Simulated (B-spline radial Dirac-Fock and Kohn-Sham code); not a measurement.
## Relativistic shifts of the levels of Cd⁷⁺

System: the Cd⁷⁺ ion, [Kr] 4d5.

Both columns are ΔSCF binding energies of the configuration average from a radial atomic solver: non-relativistic Hartree-Fock with a point nucleus, and Dirac-Fock with a finite nucleus and the Coulomb interaction alone, averaged over the two j levels with weights 2j+1.

```csv
shell,Hartree-Fock (eV),Dirac-Fock (eV),shift (eV),shift (%)
1s,26063.3,26932.1,+868.75,+3.33
2s,3960.9,4171.6,+210.75,+5.32
2p,3686.9,3746.7,+59.84,+1.62
3s,866.8,910.3,+43.48,+5.02
3p,754.7,767.6,+12.92,+1.71
3d,548.4,542.1,-6.35,-1.16
4s,232.0,240.8,+8.79,+3.79
4p,191.6,193.9,+2.29,+1.20
4d,128.9,127.8,-1.11,-0.86
```

Relativity binds 1s, 2s, 2p, 3s, 3p, 4s, 4p more strongly, among those listed most of all 2s in relative terms, and 3d, 4d more weakly, because the contracted s and p shells screen the nucleus better.

Values without a named source are computed, but for edge energies of neutral atoms, which are taken from tables.
